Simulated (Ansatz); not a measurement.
`C=C(F)[SeH]` + CH₃NH₂ → `C=C(F)NC` + H₂Se at 298.15 K and 1 bar (substitution at a C–Se bond).

Computed with Ansatz on PBE0-D4/def2-TZVP structures; ΔE is electronic, products minus reactants. CCSD(T)/CBS is the MP2 limit (def2-TZVPP, def2-QZVPP) plus CCSD(T) − MP2 in def2-TZVPP, frozen cores. For Se outer-core shells are correlated without core-valence functions, which leaves a few kJ/mol of doubt a bond. Scalar relativity is left out up to krypton. Each species was taken in one conformer, which may not be the lowest.

| species | CCSD(T)/CBS energy (Eh) | H − E (kJ/mol) | S (J/(mol·K)) |
| --- | --- | --- | --- |
| `C=C(F)[SeH]` | -2578.36253 | 126.2 | 306.1 |
| CH₃NH₂ | -95.75281 | 180.0 | 240.4 |
| `C=C(F)NC` | -272.22690 | 253.8 | 314.0 |
| H₂Se | -2401.89790 | 45.8 | 219.1 |

H − E and S are ideal-gas, rigid-rotor, harmonic terms from PBE0-D4/def2-TZVP, for one conformer and one mirror image of each species. 1 Eh = 2625.50 kJ/mol, R = 8.31446 J/(mol·K).

Q: By hand: ΔE, ΔH, ΔS and ΔG.

A: ΔE = (-272.22690) + (-2401.89790) − (-2578.36253) − (-95.75281) = -0.00946 Eh = -24.8 kJ/mol. Δ(H − E) = 253.8 + 45.8 − 126.2 − 180.0 = -6.6, so ΔH = -31.4 kJ/mol. ΔS = 314.0 + 219.1 − 306.1 − 240.4 = -13.4 J/(mol·K). ΔG = -31.4 − 298.15 × (-13.4)/1000 = -27.4 kJ/mol.

Q: By hand: the equilibrium constant, and the temperature at which ΔG would vanish if ΔH and ΔS stayed fixed.

A: log₁₀ K = −ΔG/(RT ln 10) = 4.8. ΔG = 0 at ΔH/ΔS = 2343 K, though so small a ΔS makes that figure unsure.

The number of gas molecules stays the same, so ΔS is small and ΔH decides. A doubt of 5 kJ/mol in ΔE shifts log₁₀ K by 0.9 here. Other conformers and mirror images would add mixing entropy, several J/(mol·K) or more a flexible species. These are equilibria of isolated gas molecules and say nothing of rates. Largest T1 diagnostic: 0.011 (customary marks: 0.02 for closed shells, 0.045 for open ones).
